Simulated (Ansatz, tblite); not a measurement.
Adding an electron: Mg4Te3⁺. Charge 1, multiplicity 2. Geometry: r2SCAN-D4/def2-SVP. Ansatz, gas phase; energy differences of separate SCF runs; the reduced species is a singlet (the triplet lies 0.64 eV higher at PBE0-D4/def2-TZVP).

```
atom   x (Å)   y (Å)   z (Å)
 Mg1  -1.336  -1.474  -0.683
 Mg2   1.709  -0.464  -1.135
 Mg3  -0.713   1.683  -1.038
 Mg4   0.183   0.137   1.534
 Te5  -2.502   0.572   0.697
 Te6   0.893  -2.441   0.561
 Te7   1.766   1.987   0.062
```

In the def2 sets Te takes a core potential; there is no spin–orbit coupling. The xTB rows come from tblite. The structure comes from a short search, and lower isomers may exist.

```
            level  −HOMO (eV)  −LUMO (eV)  vertical EA (eV)  HOMO–LUMO gap (eV)
 PBE-D4/def2-TZVP        7.88        7.20              5.50                0.69
PBE0-D4/def2-TZVP        8.55        6.59              5.42                1.96
```

Task: Estimate the rows for GFN1-xTB, GFN2-xTB.

Result: 
```tsv
level	−HOMO (eV)	−LUMO (eV)	vertical EA (eV)	HOMO–LUMO gap (eV)
GFN1-xTB	–	–	9.86	–
GFN2-xTB	–	–	8.18	–
```

  HOMO and LUMO are the levels of the spin that leaves or enters (xTB has no such levels and no spin-polarisation term). Other spin states of the ions may lie lower, which would lower the ionisation energy or raise the affinity. Raw xTB energy differences between charge states are shifted by several eV; the methods need an empirical correction for them.
